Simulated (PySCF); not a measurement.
Ga(F)(SiH3)2, SMILES [F][Ga]([SiH3])[SiH3] (B3LYP/def2-SVP optimised geometry):

```
10

Ga    -1.337    -1.602     1.934
F     -0.653    -3.244     1.977
Si    -2.831    -1.215     3.819
H     -3.526     0.102     3.701
H     -2.045    -1.221     5.090
H     -3.861    -2.295     3.891
Si    -0.507    -0.376     0.000
H     -0.986     1.039     0.000
H     -0.984    -1.039    -1.252
H      0.986    -0.376     0.000
```

Method: PySCF with B3LYP/def2-TZVP.

### Question
What are the frontier orbital energies and the dipole moment?

### Answer
HOMO-2 -9.77 eV, HOMO-1 -9.36 eV, HOMO -7.21 eV, LUMO -2.45 eV, LUMO+1 -0.74 eV; dipole moment 2.26 D.

On the same geometry PBE/def2-TZVP (PySCF) gives HOMO-2 -8.55 eV, HOMO-1 -8.23 eV, HOMO -6.37 eV, LUMO -2.97 eV, LUMO+1 -1.31 eV; dipole moment 2.08 D.

Meta-Löwdin charges at B3LYP/def2-TZVP: Ga1 0.53, F2 -0.51, Si3 0.21, H4 -0.08, H5 -0.07, H6 -0.07, Si7 0.21, H8 -0.08, H9 -0.07, H10 -0.07.
